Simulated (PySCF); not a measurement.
Gas-phase reaction: SnHF₃ + 2 H ⇌ SnH₃F + F₂

Computed with PySCF and rigid-rotor harmonic-oscillator thermochemistry at 1 bar. † marks an energy on the PBE0/def2-TZVP geometry and frequencies. CCSD(T) freezes the core. Open shells (unrestricted): H (multiplicity 2); the rest are closed-shell singlets. Sn: scalar-relativistic def2 core potential, no spin-orbit coupling. SnHF₃, SnH₃F: computed as isolated molecules; such fragments, hydroxides, amides, oligomers or adducts are transient or little studied in the gas. CCSD(T) isn't extrapolated to the basis-set limit.

```tsv
level	ΔH°(298 K), kJ
BLYP/def2-TZVP†	166
CCSD(T)/def2-TZVPP†	[?]
PBE0/def2-SVP†	164
LDA/def2-TZVP†	148
ωB97M-V/def2-TZVP†	[?]
```

**Question.** Complete the blanks.

**Answer.** 
- CCSD(T)/def2-TZVPP†, ΔH°(298 K), kJ: 185
- ωB97M-V/def2-TZVP†, ΔH°(298 K), kJ: 190
